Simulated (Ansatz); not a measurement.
Molecule: dichloro(ethynyl)borane, C2HBCl2, charge 0, multiplicity 1. 
Coordinates optimised at B3LYP-D3(BJ)/def2-TZVP (Ansatz, a quantum-chemistry and plane-wave program):
SMILES: ClB(C#C)Cl
```xyz
6

C      2.6767    -0.4806    -0.2009
C      1.4936    -0.2681    -0.1121
B      0.0176    -0.0032    -0.0013
Cl    -0.6291     1.5711    -0.4144
Cl    -1.0668    -1.2666     0.5418
H      3.7210    -0.6680    -0.2793
```

Dipole moments at this geometry, in debye (magnitudes).

```
level                    program  dipole (D)
-----------------------  -------  ----------
PBE/def2-TZVPD            Ansatz        1.63
revPBE/def2-TZVPD         Ansatz        1.63
BHLYP/def2-TZVPD          Ansatz        1.81
r2SCANh/def2-TZVPD        Ansatz        1.74
CAM-B3LYP/def2-TZVPD      Ansatz        1.74
LC-wPBE/def2-TZVPD        Ansatz        1.74
wB97M-V/def2-TZVPD        Ansatz        1.70
wB97X-V/def2-TZVPD        Ansatz        1.75
CCSD(T)/aug-cc-pV(D+d)Z   Ansatz        1.66
```
